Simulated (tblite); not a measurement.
`C(=C/[Si@@H](C#N)C=O)/CCC`. Structure optimised with GFN2-xTB, isolated species.

```
atom  x, y, z in Å
C1    -2.2185    0.6390    0.9066
C2    -2.3684    0.0648   -0.4963
C3    -1.0097   -0.2714   -1.1216
C4    -0.3138   -1.3520   -0.3687
C5     0.9149   -1.2895    0.1373
Si6    2.1064    0.1496    0.0232
C7     1.3550    1.7605    0.6101
N8     0.8802    2.7436    0.9580
C9     3.5502   -0.1816    1.2515
O10    3.7359   -1.2516    1.7701
H11   -3.1931    0.8766    1.3259
H12   -1.6216    1.5475    0.8855
H13   -1.7265   -0.0762    1.5621
H14   -2.9811   -0.8391   -0.4606
H15   -2.8796    0.7887   -1.1334
H16   -0.3905    0.6271   -1.1581
H17   -1.1728   -0.6147   -2.1483
H18   -0.9014   -2.2549   -0.2385
H19    1.2969   -2.1578    0.6634
H20    2.6831    0.4516   -1.2931
H21    4.2454    0.6568    1.4694
```

(1) How far are the heavy atoms from their best plane (unweighted least squares)?

(2) What is the repulsion energy of the bare nuclei, Σ ZA·ZB/RAB?

(3) What are the angles H11–C1–H13, C2–C1–H12, H11–C1–H12, C1–C2–C3, H16–C3–H17, C5–Si6–C9, C7–Si6–C9, Si6–C7–N8?

(4) How far apart are these pairs, which share no bond: C1···H14, C2···N8, C2···O10, N8···H18, H16···H18?

(5) Write the matrix of distances between heavy atoms (Å, lower triangle).

## Answers

(1) 0.580 Å rms; C1 1.20, C2 0.06, C3 0.84, C4 0.10, C5 0.01, Si6 0.74, C7 0.33, N8 0.08, C9 0.07, O10 0.74 Å (magnitudes).

(2) 560.51 Eh over 210 pairs, with full nuclear charges and distances in bohr; the largest single term is 23.75 Eh (C5 with Si6, or a pair equal to it).

(3) From the scalar product of the two bond vectors; for H11–C1–H13 it is -0.3746 Å² over 1.0872 × 1.0878 Å², cos θ = -0.3167. H11–C1–H13 108.5°; C2–C1–H12 110.6°; H11–C1–H12 108.5°; C1–C2–C3 111.8°; H16–C3–H17 108.1°; C5–Si6–C9 107.8°; C7–Si6–C9 104.4°; Si6–C7–N8 179.1°.

(4) C1···H14 2.153 Å (2 bonds apart); C2···N8 4.455 Å (6 bonds apart); C2···O10 6.643 Å (6 bonds apart); N8···H18 5.440 Å (5 bonds apart); H16···H18 3.068 Å (3 bonds apart).

(5) 
```
C1    0.000
C2    1.523  0.000
C3    2.531  1.533  0.000
C4    3.036  2.499  1.490  0.000
C5    3.759  3.608  2.515  1.330  0.000
Si6   4.441  4.506  3.346  2.875  1.872  0.000
C7    3.757  4.238  3.566  3.665  3.118  1.872  0.000
N8    3.746  4.455  4.121  4.468  4.116  3.018  1.146  0.000
C9    5.837  6.176  5.141  4.350  3.068  1.924  3.000  3.971  0.000
O10   6.307  6.643  5.643  4.581  3.260  2.770  4.011  4.978  1.203  0.000
```

Its GFN2-xTB frequencies are all real (lowest 22 cm⁻¹). One conformer, not necessarily the lowest.

These are computed values.
